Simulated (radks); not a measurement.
The chlorine ion Cl4+, configuration [Ne] 3s1.5 3p1.5 (fractional occupations, a model configuration).

All-electron calculation, Dirac Kohn-Sham, LDA (Slater exchange, Perdew-Wang correlation), spin-unpolarised, spherical densities, point nucleus; open shells fill j = l - 1/2 first. Program: a radial shooting solver on a logarithmic mesh with Libxc functionals.

Energy parts (eV):
total: -12383.356
kinetic: 12442.531
electron-nucleus: -28764.652
Hartree: 4617.240
exchange-correlation: -678.476

Orbitals (lengths in bohr, moments of r in powers of bohr):
orbital  occ.  eigenvalue (eV)      <r>      <r^4>
1s1/2       2        -2808.488  0.09120  0.0003230
2s1/2       2        -315.7414   0.4441    0.09859
2p1/2       2        -257.0920   0.4036    0.08742
2p3/2       4        -255.3806   0.4059    0.08915
3s1/2     1.5         -74.0099    1.350      6.649
3p1/2     1.5         -60.0304    1.437      9.077
3p3/2       0         -59.8180    1.442      9.187
3d3/2       0         -39.9151    1.606      16.27
3d5/2       0         -39.8993    1.607      16.29
4s1/2       0         -29.2443    2.954      136.6
4p1/2       0         -24.8093    3.220      197.5
4p3/2       0         -24.7485    3.227      199.3
4f5/2       0         -15.9479    3.604      333.9
4f7/2       0         -15.9472    3.604      334.0

The highest occupied level is 3p1/2 at -60.030 eV. Summed over all electrons, <r^2> = 8.417 bohr^2, which gives a Langevin (diamagnetic) susceptibility term of -6.67 x 10^-6 cm^3/mol.

Run on one thread of a shared host, so times are rough (Arm Neoverse V2): 0.07 s of CPU time, 0.07 s wall, 14 iterations on 2476 mesh points.
